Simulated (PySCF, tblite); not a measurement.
Species: C₅H₁₂Si.
Cartesian coordinates in Å at the PBE0-D3(BJ)/def2-SVP level; atoms count from 1:
```xyz
18
C5H12Si angstrom
C      2.2520    0.7046    0.6409
C      1.2726   -0.4500    0.5070
C      0.0163   -0.0986   -0.2773
C     -1.0074   -1.2530   -0.4710
Si    -2.3577    0.0747   -0.4532
C     -0.9057    0.9910    0.3457
H      2.5913    1.0577   -0.3464
H      3.1456    0.4138    1.2145
H      1.7909    1.5609    1.1579
H      1.7647   -1.3109    0.0212
H      0.9683   -0.8016    1.5100
H      0.3215    0.2550   -1.2801
H     -0.8419   -1.9147   -1.3325
H     -1.0655   -1.8724    0.4407
H     -3.6183   -0.1489    0.3222
H     -2.7207    0.5855   -1.8121
H     -0.9393    0.8842    1.4442
H     -0.6691    2.0369    0.1060
```

Jobs on this species (18 atoms, 56 electrons) with PySCF (density fitting) and tblite. Hardware of each: one thread of an Arm Neoverse V1, shared host. Times come from a shared host and carry two figures at best.

```csv
level and settings,work,basis functions,SCF cycles,wall time
"PBE0/pcSseg-1, IEF-PCM water","shieldings, ring-centre shieldings",169,?,?
"PBE0/pcSseg-1, IEF-PCM chloroform","shieldings, ring-centre shieldings, charges and field gradients",169,?,?
KT3/pcSseg-1,"shieldings, ring-centre shieldings",169,14,32 s
"PBE0-D3(BJ)/def2-SVP, grid level 1",geometry optimisation from a GFN2-xTB start shaken at random,148,61,96 s
"CAM-B3LYP/def2-SVPD, IEF-PCM chloroform","6 singlets by full TDDFT, polarisability",220,12,46 s
CAM-B3LYP/def2-SVPD,"10 singlets by full TDDFT, 4 Tamm–Dancoff triplets, polarisability, dynamic polarisability, ΔSCF ions",220,12,4.9 min
GFN2-xTB,Hessian by finite differences,–,–,0.57 s
PBE0/pcSseg-1,"shieldings, ring-centre shieldings, charges and field gradients",169,12,22 s
"BHandHLYP/aug-pcX-1 (pcseg-1 on H, def2-SVPD on Si)","K-edge TDA, 24 lines",249,12,27 s
```

Fill in the missing figures.

- PBE0/pcSseg-1, IEF-PCM water; shieldings, ring-centre shieldings: 22 s, 12 SCF cycles
- PBE0/pcSseg-1, IEF-PCM chloroform; shieldings, ring-centre shieldings, charges and field gradients: 24 s, 12 SCF cycles

What do all jobs in the table cost together?

About 9.4 min; the longest takes about 52 % of that, and about 520 times as long as the shortest.
